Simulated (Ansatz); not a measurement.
Calculated with Ansatz (gas phase, PBE0-D4/def2-TZVP geometries, no zero-point term in ΔE). CBS: MP2 limit from def2 TZ/QZ plus the TZ coupled-cluster correction, frozen cores. Functionals use def2-TZVPP. For Ge, Zn outer-core shells are correlated without core-valence functions, which leaves a few kJ/mol of doubt a bond. Scalar relativity is left out up to krypton. Each species was taken in one conformer, which may not be the lowest.

`O[SiH2][CH2][ZnH]` + `O[SiH](Cl)[O][GeH3]` → `[ZnH][O][GeH3]` + `O[SiH2]C[SiH](O)Cl`  (redistribution)

CCSD(T)/CBS gives +11.5 kcal/mol.

(1) Another level gave +11.4 kcal/mol. Which?
A. PBE0-D4/def2-TZVPP
B. ωB97M-V/def2-TZVPP
C. HF/def2-TZVPP
D. PBE-D4/def2-TZVPP

Largest T1 diagnostic among the species: 0.016.

## Answers

(1) A. PBE0-D4 11.4, PBE-D4 10.1, ωB97M-V 12.5, HF/def2-TZVPP 14.6 kcal/mol.

The D4 term adds −0.7 kcal/mol with B3LYP and −0.5 kcal/mol with PBE0; it sums over pairs of atoms, weighted by their polarisabilities, and B3LYP, whose exchange is more repulsive, gets the larger term. In def2-TZVPP, CCSD(T) changes the Hartree–Fock value by −2.8 kcal/mol (the triples alone add −0.5 kcal/mol) and MP2 by −3.2 kcal/mol.

B3LYP here is the variant with VWN-RPA as its local correlation; programs differ in this.
